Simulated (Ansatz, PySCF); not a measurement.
System: SbI$_{2}$, charge 0, doublet. SbI2 (SMILES [I][Sb][I], doublet).
B3LYP-D3(BJ)/def2-TZVP minimum from Ansatz (an electronic-structure program):
```
Sb
I 1 2.7314
I 1 2.7314 2 101.05
```
Charge 0, spin multiplicity 2.

Atomisation energy term by term, kcal/mol (programs: Ansatz). UHF or UKS for unpaired electrons; spin-orbit terms are left out. Cores are frozen in correlated methods (noble-gas shells, and filled d and f shells in the p block). Past Kr the def2 sets carry scalar-relativistic core potentials. CBS(X,Y): correlation extrapolated as X^-3, Hartree-Fock from the larger set. A bracket is a step between two methods taken in the basis named. Spin-orbit terms, left out, reach several kcal/mol for Br and I, and more for heavier atoms.

| term | basis | kcal/mol |
|---|---|---|
| Hartree-Fock | def2-QZVPP | 50.89 |
| CCSD correlation | CBS(def2-TZVPP,def2-QZVPP) | 50.16 |
| (T) | CBS(def2-TZVPP,def2-QZVPP) | 7.10 |
| CCSDT(Q) - CCSD(T) | def2-SVP | 0.71 |
| minus zero-point energy | Hessian by PySCF at B3LYP-D3(BJ)/def2-TZVP | -0.64 |
| sum: D0 |  | 108.2 |
